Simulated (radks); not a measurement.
Results of a calculation; reference values are marked as such.
Ionisation of the lutetium ion Lu41+, [Ar] 3d10 4s2, to [Ar] 3d10 4s1 as the strength of local exchange is varied. Code: a radial shooting solver on a logarithmic mesh with Libxc functionals. Model: scalar-relativistic Kohn-Sham, Slater X-alpha exchange (alpha = 2/3 is LDA exchange), no correlation, spin-polarised, spherical densities, point nucleus.

| alpha | E(Lu41+) (hartree) | exchange (hartree) | IE (eV) | -e of the level emptied (eV) | <r> of it (bohr) |
|---|---|---|---|---|---|
| 0.659 | -13466.2098 | -212.3534 | 2075.2 | 2051.5 (4s) | 0.4170 |
| 0.667 | -13468.8028 | -214.9622 | 2075.9 | 2052.3 (4s) | 0.4169 |
| 0.678 | -13472.3686 | -218.5504 | 2076.9 | 2053.3 (4s) | 0.4168 |
| 0.716 | -13484.6925 | -230.9571 | 2080.3 | 2057.0 (4s) | 0.4163 |
| 0.744 | -13493.7787 | -240.1095 | 2082.8 | 2059.7 (4s) | 0.4160 |
| 0.927 | -13553.2764 | -300.1510 | 2099.3 | 2077.3 (4s) | 0.4139 |
| 0.981 | -13570.8706 | -317.9423 | 2104.2 | 2082.5 (4s) | 0.4133 |
| 1.006 | -13579.0219 | -326.1905 | 2106.4 | 2084.9 (4s) | 0.4130 |

NIST Atomic Spectra Database: 2067 eV (theoretical). The central value is not met in this range of alpha.
